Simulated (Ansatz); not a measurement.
Born–Oppenheimer molecular dynamics of BH₅N₂O (9 atoms, charge 0, multiplicity 1). It starts from a relaxed structure.

Theory: Ansatz 0.2.0, RKS PBE0/def2-SVP.

```yaml
ensemble: NVE (velocity Verlet)
time_step: 0.5 fs
steps_asked: 100
starting_velocities_drawn_for: 1000 K
seed: 998509
```

First frame:

```xyz
9
Properties=species:S:1:pos:R:3
B -0.021 -0.014 -0.058
O 0.022 0.021 1.323
H -0.847 -0.029 1.726
N 1.220 0.113 -0.734
H 1.333 0.080 -1.734
H 2.078 0.239 -0.219
N -1.250 -0.163 -0.767
H -2.139 -0.323 -0.317
H -1.304 -0.205 -1.774
```

(1) How far do the bonds stretch over the last three quarters of this one trajectory? (Pairs bonded in most of those frames.)

Answers

(1) 
```tsv
bond	mean (Å)	spread (Å)	shortest	longest
B1–O2	1.375	0.027	1.34	1.43
B1–N4	1.447	0.046	1.37	1.51
B1–N7	1.427	0.016	1.40	1.46
O2–H3	0.959	0.019	0.93	0.99
N4–H5	1.015	0.030	0.96	1.07
N4–H6	1.030	0.065	0.93	1.12
N7–H8	1.020	0.056	0.94	1.10
N7–H9	1.011	0.015	0.98	1.04
```

Mean temperature of the second half: 495 K. The conserved energy stayed within 1.6 meV per atom of its start (net change 0.65 meV per atom), so the integration is sound. A run of 0.05 ps of so small a system gives no equilibrium averages.

The run took 66 s on 2 threads of Intel(R) Xeon(R) 6975P-C (Granite Rapids), on a shared host, peak memory 0.16 GiB.
